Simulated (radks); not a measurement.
Species: the oxygen ion O3+. Configuration: [He] 2s2 2p1.

Method: non-relativistic Kohn-Sham, exchange-only LDA, spin-polarised, spherical densities, point nucleus; open shells are filled with parallel spins first; computed with a radial shooting solver on a logarithmic mesh with Libxc functionals.

Energy parts (hartree):
| part | energy |
|---|---|
| total | -70.29994 |
| kinetic | 70.29994 |
| electron-nucleus | -156.37463 |
| Hartree | 21.57315 |
| exchange | -5.79840 |

Orbitals (lengths in bohr, moments of r in powers of bohr):
orbital  occ.  eigenvalue (hartree)  <1/r>    <r^2>     <r^4>
1s up       1             -21.33045  7.582  0.05438  0.007715
1s down     1             -21.27901  7.597  0.05407  0.007617
2s up       1              -2.89501  1.491    1.131     2.241
2s down     1              -2.77065  1.466    1.166     2.396
2p up       1              -2.38446  1.410    1.028     2.142
2p down     0              -2.25027  1.387    1.078     2.378

The highest occupied level is 2p up at -64.885 eV. For comparison, the ionisation energy in NIST's Atomic Spectra Database is 77.414 eV (measured). In exact Kohn-Sham theory the highest level is minus the ionisation energy, but local and semilocal functionals leave it too shallow, through self-interaction and a potential that decays too fast; potentials with the right tail come closer. Spin moment in Bohr magnetons: 1.
